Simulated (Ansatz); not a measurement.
Cost and result for the atomization energy of `C[SiH2]OB(O)O` (13 atoms, 12 bonds).

```xyz
13

C     0.980   -0.670   -1.611
Si    0.396   -1.282    0.043
O    -0.829   -0.338    0.640
B    -0.862    0.984    0.963
O     0.245    1.760    0.761
O    -1.990    1.553    1.486
H     0.164   -0.659   -2.337
H     1.380    0.342   -1.522
H     1.770   -1.321   -1.998
H    -0.178   -2.647   -0.067
H     1.516   -1.307    1.020
H     0.106    2.670    1.035
H    -2.699    0.915    1.588
```

Total charge 0; spin multiplicity 1. Geometry: relaxed with PBE0-D4/def2-TZVP. It is one conformer, not always the lowest. Program: Ansatz. All runs use 2 threads of an AMD EPYC 7R13 on a shared host and a share of an NVIDIA H100 80 GB. Times are those of one run each, without the atoms' runs, and a repeat can differ threefold. Electronic energies, without spin–orbit coupling; frozen cores. CCSD(T)/CBS adds CCSD(T) − MP2 in def2-TZVPP to the MP2 limit, and its time is that of the two runs behind it. T1 = 0.011. B3LYP takes the VWN-RPA correlation (the form of Gaussian; ORCA's B3LYP/G).

CCSD(T)/CBS is a level of theory with its own doubt, some kJ/mol a heavy atom from the limit and from the frozen cores, so smaller differences don't rank the functionals.

| level | functions | wall time |
| --- | --- | --- |
| PBE-D4/def2-TZVPP (with forces) | 295 | 3 s |
| PBE0-D4/def2-TZVPP | 295 | 3.3 s |
| r2SCAN-D4/def2-TZVPP (with forces) | 295 | 3.6 s |
| B3LYP-D4/def2-TZVPP (with forces) | 295 | 4 s |
| MP2/def2-QZVPP | 565 | 4.9 s |
| ωB97X-V/def2-TZVPP | 295 | 6 s |
| B2PLYP/def2-TZVPP | 295 | 6 s |
| ωB97M-V/def2-TZVPP (with forces) | 295 | 10 s |
| CCSD(T)/def2-TZVPP | 295 | 10 s |
| CCSD(T)/CBS(def2) | – | 15 s |

Q: What atomization energy does each give, and how far from CCSD(T)/CBS? (Estimate.)

A: Computed: 
| level | atomization (kcal/mol) | difference from CCSD(T)/CBS | per bond |
| --- | --- | --- | --- |
| PBE-D4/def2-TZVPP (with forces) | 1286.1 | 13.0 | 1.1 |
| PBE0-D4/def2-TZVPP | 1264.0 | -9.1 | -0.8 |
| r2SCAN-D4/def2-TZVPP (with forces) | 1275.4 | 2.3 | 0.2 |
| B3LYP-D4/def2-TZVPP (with forces) | 1268.3 | -4.8 | -0.4 |
| MP2/def2-QZVPP | 1288.1 | 15.0 | 1.3 |
| ωB97X-V/def2-TZVPP | 1272.1 | -1.0 | -0.1 |
| B2PLYP/def2-TZVPP | 1259.1 | -14.0 | -1.2 |
| ωB97M-V/def2-TZVPP (with forces) | 1275.8 | 2.7 | 0.2 |
| CCSD(T)/def2-TZVPP | 1240.3 | -32.8 | -2.7 |
| CCSD(T)/CBS(def2) | 1273.1 | 0.0 | 0.0 |

From PBE to PBE0 (25 % exact exchange), in def2-TZVPP and without D4, the atomization energy moves by −21.2 kcal/mol: exact exchange takes away binding that semilocal exchange gives to molecules. In def2-TZVPP, CCSD(T) changes the Hartree–Fock value by +294.5 kcal/mol (the triples alone add +16.6 kcal/mol) and MP2 by +322.8 kcal/mol; breaking electron pairs costs correlation energy, which Hartree–Fock lacks. The D4 term adds +9.6 kcal/mol with B3LYP and +5.1 kcal/mol with PBE0; it sums over pairs of atoms, weighted by their polarisabilities, and B3LYP, whose exchange is more repulsive, gets the larger term.
